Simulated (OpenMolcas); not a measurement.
## Cr5+, Mo5+, W5+: d down the group

| Item | Value |
| --- | --- |
| Program | OpenMolcas 26.06 |
| Method | RASSCF |
| Basis | ANO-R2 |
| Scalar Hamiltonian | X2C, finite nucleus |
| Spin-orbit coupling | RASSI with atomic mean-field integrals over the reference wave functions, term energies averaged over their components |

Active space for each ion: 7 electrons in 8 orbitals (RAS1 p, at most 2 holes; RAS2 d).

Computed levels in cm-1 above 2D 3/2:

| Level | Cr5+ | Mo5+ | W5+ |
| --- | --- | --- | --- |
| 2D 5/2 | 987 | 2761 | 10626 |
| weight of 2D in the lowest level (%) | 100 | 100 | 100 |

Measured, with the error of the calculation in %. Measured levels: Cr5+ from Sugar and Corliss, J. Phys. Chem. Ref. Data 6, 317 (1977); Mo5+ from Sugar and Musgrove, J. Phys. Chem. Ref. Data 17, 155 (1988); W5+ from the list in J. Phys. B 45, 035002 (2012).

```tsv
Level	Cr5+	Mo5+	W5+
2D 5/2	940 (+5.0)	2584 (+6.8)	8709 (+22.0)
```

The fine-structure level 2D 5/2 changes by a factor of 10.8 from Cr5+ to W5+.

Without dynamic correlation excited terms often stand tens of per cent too high (terms of higher spin than the ground term too low), and those without a measured partner can miss by more than the paired ones. Active for correlation alone: 3p; no level in the range computed is led by a configuration that opens it, so any true level of that kind is missing (holds for Cr5+). Active for correlation alone: 4p; no level in the range computed is led by a configuration that opens it, so any true level of that kind is missing (holds for Mo5+). Active for correlation alone: 5p; no level in the range computed is led by a configuration that opens it, so any true level of that kind is missing (holds for W5+). Measured partners are found by configuration, term and J. A level has none where our copy of the source lacks it or the pairing is in doubt (some pairs that miss far off the trend of their configuration count as doubtful), and it then counts in no deviation. Only configurations of the active space appear.
